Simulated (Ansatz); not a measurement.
Stepwise reaction of `[CH3][InH][CH3]` with hydrogen sulfide, as a gas-phase model of exchange steps in deposition or etching. ΔE in kJ/mol.

Program: Ansatz. Geometries: PBE0-D4/def2-TZVP. ΔE: electronic, gas phase. CCSD(T)/CBS is the MP2 limit (def2-TZVPP, def2-QZVPP) plus CCSD(T) − MP2 in def2-TZVPP, frozen cores. This one scheme is used for every species. Functionals use def2-TZVPP. B3LYP here is the variant with VWN-RPA as its local correlation; programs differ in this. def2 core potentials past Kr. For In outer-core shells are correlated without core-valence functions, which leaves a few kJ/mol of doubt a bond. Each species was taken in one conformer, which may not be the lowest.

```csv
step,reaction,PBE-D4,B3LYP-D4,ωB97M-V,CCSD(T)/CBS
1,`[CH3][InH][CH3]` + H₂S → `[CH3][InH][SH]` + CH₄,-135.5,-137.0,-132.0,-133.5
2,`[CH3][InH][SH]` + H₂S → `[SH][InH][SH]` + CH₄,-116.9,-119.0,-115.0,-115.5
```

Problem. By hand: ΔE of the 2 steps together at CCSD(T)/CBS.

Solution. (-133.5) + (-115.5) = -249.0 kJ/mol, or -124.5 kJ/mol a step.

In ΔE each step is higher than the one before. All are downhill at CCSD(T)/CBS. PBE-D4 differs from CCSD(T)/CBS by -2.0 to -1.4 kJ/mol a step. Isolated molecules leave out the surface, adducts and barriers. Largest T1 diagnostic: 0.014.
